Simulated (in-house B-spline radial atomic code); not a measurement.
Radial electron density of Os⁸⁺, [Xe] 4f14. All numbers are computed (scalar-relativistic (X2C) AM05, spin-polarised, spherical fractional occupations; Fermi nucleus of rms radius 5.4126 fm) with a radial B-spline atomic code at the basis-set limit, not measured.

One-electron X2C: radii and densities carry no picture-change correction, so inner-shell <1/r> comes out high (for 1s by about 2 % at Z = 33, 5 % at 54, 10 % at 75, 30 % at 118) and <r> low.

Columns: r (bohr), 4πr²n(r) (electrons per bohr), bar.

```
0.000323    3.063 #
0.000396    4.068 #
0.000485    5.378 ##
0.000595      7.1 ##
 0.00073    9.338 ###
0.000895    12.22 ####
  0.0011    15.95 #####
 0.00135    20.64 ######
 0.00165    26.38 ########
 0.00202    33.45 ##########
 0.00248    42.06 #############
 0.00304    52.02 ################
 0.00373    63.25 ####################
 0.00458    75.24 ########################
 0.00561    86.96 ###########################
 0.00688    97.36 ##############################
 0.00844    104.9 #################################
  0.0103    108.1 ##################################
  0.0127    106.5 #################################
  0.0156    100.8 ################################
  0.0191    94.39 ##############################
  0.0234    91.94 #############################
  0.0287    97.98 ###############################
  0.0352    113.1 ###################################
  0.0431      131 #########################################
  0.0529    140.7 ############################################
  0.0649    134.3 ##########################################
  0.0795    117.4 #####################################
  0.0975    107.9 ##################################
    0.12    116.8 #####################################
   0.147    129.1 ########################################
    0.18    119.5 #####################################
   0.221    88.76 ############################
    0.27    68.76 #####################
   0.332    73.92 #######################
   0.407    81.03 #########################
   0.499    68.03 #####################
   0.612    44.21 ##############
    0.75    27.12 ########
    0.92    18.45 ######
    1.13    11.89 ####
    1.38    5.853 ##
     1.7    1.805 #
    2.08   0.3459 
    2.55  0.03536 
    3.13 0.001684 
    3.83 3.458e-05
```

On this grid the curve has 4 maxima, near 0.0103, 0.0529, 0.147, 0.407 bohr.

The 5p down radial function P(r) = rR(r), positive near the nucleus:

| r (bohr) | P |
| --- | --- |
| 0.000595 | 0.001406 |
| 0.000895 | 0.002531 |
| 0.00135 | 0.004652 |
| 0.00202 | 0.008563 |
| 0.00304 | 0.01602 |
| 0.00458 | 0.02997 |
| 0.00688 | 0.05501 |
| 0.0103 | 0.09722 |
| 0.0156 | 0.164 |
| 0.0234 | 0.2449 |
| 0.0352 | 0.3 |
| 0.0529 | 0.2346 |
| 0.0795 | -0.03576 |
| 0.12 | -0.3728 |
| 0.18 | -0.2903 |
| 0.27 | 0.3425 |
| 0.407 | 0.5602 |
| 0.612 | -0.3106 |
| 0.92 | -1.107 |
| 1.38 | -0.8372 |
| 2.08 | -0.2228 |
| 3.13 | -0.01625 |
